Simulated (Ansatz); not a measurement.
```xyz
9

C     0.1356    1.5791   -0.4013
B    -0.0566    0.0775   -0.0895
O    -0.8410   -0.8858   -0.6064
Si    0.0731   -1.6726    0.6605
H    -0.5070    1.9159   -1.2185
H     1.1788    1.7801   -0.6625
H    -0.0766    2.1790    0.4887
H    -0.8233   -2.2092    1.7138
H     0.9170   -2.7641    0.1151
```

Charge 0, multiplicity 1.

**Question.** List the CAM-B3LYP/def2-TZVPP orbital energies in eV (the Gaussian-basis code of Ansatz). (An estimate is asked.)

**Answer.** The calculation gave: Occupied: -1801.33, -522.88, -278.40, -186.47, -145.87, -101.27, -101.16, -101.14, -29.98, -21.53, -16.62, -15.00, -13.42, -13.40, -12.97, -12.47, -11.76, -10.71, -8.12. Lowest empty: 0.40, 0.75, 1.87, 2.18, 2.76, 3.49, 3.56, 3.84.
